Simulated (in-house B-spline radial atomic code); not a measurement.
## BLYP excitations of C⁴⁺

Method: BLYP. Computed with a B-spline radial code for spherical atoms: linear response of the closed shell 1s2 with the functional's adiabatic kernel; non-relativistic, point nucleus, no spin-orbit coupling, no double excitations, S, P, D and F terms only.

Command:
```bash
python run_td.py task.json out
```
Settings (radii: box in bohr, nucleus in fm):
```
Z                        6
electrons                2
configuration            1s2
hamiltonian              nr
method                   b88,lyp
box_radius               19.1
intervals                47
```

Time taken, with all properties: 0.1 s on 1 thread of Arm Neoverse N1 (shared host).

The lowest states, in the order of their Tamm-Dancoff energies; the method's threshold (minus the highest occupied level) is 358.20 eV. Labels give the largest channel, * marks a mixed state, and oscillator strengths are full-response dipole values. Semilocal kernels can invert the small singlet-triplet splittings of Rydberg terms. Energies in eV:

| state | full response | Tamm-Dancoff | oscillator strength |
| --- | --- | --- | --- |
| 1s → 2s 3S | ? | ? | - |
| 1s → 2p 3P | 288.64 | 288.68 | - |
| 1s → 2s 1S | 289.54 | 289.66 | - |
| 1s → 2p 1P | 294.28 | 294.32 | 0.54 |
| 1s → 3s 3S | ? | ? | - |
| 1s → 3s 1S | 330.55 | 330.58 | - |
| 1s → 3p 3P | 330.92 | 330.93 | - |
| 1s → 3d 3D | 331.85 | 331.85 | - |
| 1s → 3p 1P | 332.01 | 332.02 | 0.112 |
| 1s → 3d 1D | 332.26 | 332.26 | - |

(1) Where does 1s → 3s 3S lie?

(2) Where does 1s → 2s 3S lie?

(3) How large is the singlet-triplet splitting of 1s → 2s (S terms) in Tamm-Dancoff?

(4) What polarisabilities and dispersion coefficient does the method give?

Results:

(1) At 329.05 eV in full response, 329.06 eV in Tamm-Dancoff.

(2) At 282.33 eV in full response, 282.36 eV in Tamm-Dancoff.

(3) 7.3 eV, from the unrounded values.

(4) Dipole 0.009265 bohr³, quadrupole 0.001128 bohr⁵, C6 0.0008395 hartree·bohr⁶ for two such species.
